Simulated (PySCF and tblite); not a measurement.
Results of a calculation; reference values are marked as such.
C5H4N2S, numbered as in [CH3:1][c:2]1[cH:3][c:4]([C:5]#[N:6])[n:7][s:8]1.

Search: ETKDG and KDG, MMFF94s, GFN2-xTB, 45 starts; geometries at GFN2-xTB. Free energies are PBE0-D3(BJ)/def2-SVP (IEF-PCM, methanol) single points with GFN2-xTB rigid-rotor and vibrational terms (modes under about 100 cm⁻¹ blended into free rotors). Symmetry numbers and mirror images are counted. Conformers within 2.5 kcal/mol (GFN2-xTB free energy) were kept, 3 at most. GIAO shieldings: WP04/pcSseg-1 (IEF-PCM, methanol). Shifts are against TMS (¹H), TMS (¹³C) at the same level. Programs: PySCF with density fitting and tblite.

Question: What shifts does this protocol give at 298.15 K under fast conformational exchange?

Answer: ¹H: 7.62 (H3, 1H), 2.92 (H1, 3H) ppm. ¹³C: 190.2 (C2), 144.1 (C4), 137.0 (C3), 119.2 (C5), 18.7 (C1) ppm.

Shifts are unscaled: against experiment ¹³C can be off by 15 ppm or more and ¹H by 0.8 ppm.
